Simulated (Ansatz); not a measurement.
Conformers of CH3FOSi (SMILES CO[Si]F), B3LYP-D3(BJ)/def2-TZVP minima from an xTB search, which can miss the lowest.
Conformer 1 (charge 0, multiplicity 1):
```xyz
7

C     -0.741     0.368     0.131
O     -0.092    -0.870     0.417
Si     1.431    -1.410     0.186
F      2.159    -0.128    -0.511
H     -0.055     1.076    -0.335
H     -1.121     0.787     1.064
H     -1.580     0.177    -0.538
```
Conformer 2 (charge 0, multiplicity 1):
```xyz
7

C     -0.957     0.160    -0.032
O      0.438     0.262     0.234
Si     1.597    -0.780    -0.284
F      2.894    -0.071     0.367
H     -1.283     1.057    -0.558
H     -1.493     0.089     0.915
H     -1.196    -0.717    -0.642
```

Frozen-core correlation. MP2 and its Hartree–Fock in cc-pV(Q+d)Z are density fitted.

Programs: Ansatz (Gaussian orbitals). Values without a source in brackets are computed.

The energy of conformer 2 above conformer 1 is E(conformer 2) − E(conformer 1). Total energies (hartree):

```
level                 conformer 2   conformer 1
-------------------  ------------  ------------
HF/cc-pV(T+d)Z       -503.0171392  -503.0200247
MP2/cc-pV(T+d)Z      -503.7797214  -503.7824984
HF/cc-pV(Q+d)Z       -503.0395511  -503.0421107
MP2/cc-pV(Q+d)Z      -503.8632910  -503.8659145
CCSD(T)/cc-pV(T+d)Z  -503.8298861  -503.8325894
```

Problem. Work out the energy of conformer 2 above conformer 1 at the basis-set limit: extrapolate the MP2 correlation part as X⁻³, take Hartree–Fock from the larger set, and add the CCSD(T) − MP2 difference of cc-pV(T+d)Z.

Solution. 
1. Differences (1 hartree = 627.509 kcal/mol): HF/cc-pV(T+d)Z 1.811; MP2/cc-pV(T+d)Z 1.743; HF/cc-pV(Q+d)Z 1.606; MP2/cc-pV(Q+d)Z 1.646; CCSD(T)/cc-pV(T+d)Z 1.696.
2. Correlation parts, MP2 less HF: -0.068 in cc-pV(T+d)Z (X = 3), 0.040 in cc-pV(Q+d)Z (X = 4).
3. Limit (4³·(0.040) − 3³·(-0.068))/(4³ − 3³) = 0.119; with HF/cc-pV(Q+d)Z it gives 1.725.
4. CCSD(T) less MP2 in cc-pV(T+d)Z: -0.046.
Result: 1.68 kcal/mol, against 1.74 at MP2/cc-pV(T+d)Z. It is an estimate of this method's limit, not of the exact value.

Ansatz is a first-principles code.
